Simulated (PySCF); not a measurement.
## Radial density of Nd⁴³⁺ (neodymium, charge +43)

M06, [Ne] 3s2 3p5, 2P determinant. Computed with PySCF 2.14 in an even-tempered Gaussian basis (18 s from 8.4 bohr⁻², ratio 2.5; 12 p from 11 bohr⁻², ratio 2.5; 4 d from 48 bohr⁻², ratio 2.7; 4 f from 71 bohr⁻², ratio 2.7), with scalar relativity by spin-free X2C-1e.

| r (bohr) | 4πr²ρ (e/bohr) | 4πr²(ρα − ρβ) |
| --- | --- | --- |
| 0.0197 | 77.66 | 0.4544 |
| 0.0332 | 68.54 | 1.3412 |
| 0.0559 | 91.27 | 1.9321 |
| 0.0940 | 77.19 | 0.1960 |
| 0.158 | 34.18 | 2.6090 |
| 0.266 | 32.34 | 4.4721 |
| 0.447 | 2.488 | 0.3483 |
| 0.752 | 0.004838 | 0.0006 |

Densities and radii are taken from the X2C orbitals without a picture-change correction, which distorts them close to the nucleus.

Spin-orbit coupling, absent here, splits the open shell strongly.
